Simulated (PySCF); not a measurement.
C₆ coefficients of unlike pairs at UHF

Calculated with PySCF 2.14 from the dipole response of each species, C₆(A,B) = (3/π) ∫ α_A(iu) α_B(iu) du, in atomic units, from isotropic polarisabilities. For ions this is the dispersion term alone; charge-induced terms of lower order in 1/R come first.

| species | configuration | basis | relativity | α (bohr³) | C₆ (like pair) |
| --- | --- | --- | --- | --- | --- |
| Nb²⁺ | [Kr] 4d3 (4F) | aug-cc-pwCVTZ-DK (11s10p8d4f3g) | spin-free X2C | 10.36 | 54.09 |
| Be⁺ | [He] 2s1 (2S) | aug-cc-pVTZ with one added diffuse shell each of s, p, d, f type (6s5p4d3f) | none | 24.85 | 70.75 |
| Al⁻ | [Ne] 3s2 3p2 (3P) | aug-cc-pCVTZ-DK with one added diffuse shell each of s, p, d, f type (9s8p6d4f) | spin-free X2C | 528.7 | 10170 |
| Ru | [Kr] 4d7 5s1 (5F) | aug-cc-pVTZ-PP with ECP28MDF (6s6p5d3f2g) | core potential | 93.32 | 888.9 |

Problem. Estimate C₆ for Ru with Nb²⁺.

Solution. The integral gives 181.5. The combination rule 2 C_A C_B / (C_A α_B/α_A + C_B α_A/α_B) gives 164.1 and the geometric mean 219.3.

No spin-orbit coupling is included.

The other pairs:

| pair | C₆ |
| --- | --- |
| Ru, Al⁻ | 2745 |
| Ru, Be⁺ | 248.6 |
| Al⁻, Nb²⁺ | 434.8 |
| Be⁺, Nb²⁺ | 47.95 |
| Al⁻, Be⁺ | 770.6 |
